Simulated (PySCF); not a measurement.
A GIAO shielding run with PySCF 2.14 (density fitting, non-relativistic, gas phase) on SMILES C1(OC)=C(C)[P@H](=O)CC1, C6H11O2P:

```
{"job": {"kind": "nmr", "xc": "PBE0", "basis": "pcSseg-1"}, "charge": 0, "multiplicity": 1}
C      2.686915    -0.630703    -0.487915
O      1.770316     0.307468     0.027035
C      0.440233     0.058890    -0.056211
C     -0.447319     0.877872     0.530846
C     -0.154788     2.082280     1.359791
P     -2.124364     0.327470     0.189248
O     -3.120853     0.352154     1.260395
C     -1.570067    -1.303647    -0.445269
C     -0.108995    -1.105833    -0.848254
H      3.668619    -0.175873    -0.363498
H      2.657980    -1.572149     0.069685
H      2.515812    -0.829735    -1.549711
H     -0.237852     2.992301     0.764719
H      0.851240     2.027860     1.769382
H     -0.882328     2.141901     2.168783
H     -2.541300     1.028072    -0.949304
H     -1.655249    -1.992942     0.400108
H     -2.185208    -1.688016    -1.258270
H      0.469641    -2.014810    -0.669544
H     -0.037581    -0.871882    -1.915051
```

Hardware: 1 thread of an Arm Neoverse V2, shared host. The job also computes population analyses, field gradients, ring-centre shieldings.

(1) How large is the calculation?

(2) How long does it take?

Answers

(1) 78 electrons, 215 basis functions and 1135 auxiliary functions.

(2) 38 s of wall time, with 15 SCF cycles and 5 response iterations. Times on a shared host scatter by some tens of per cent.
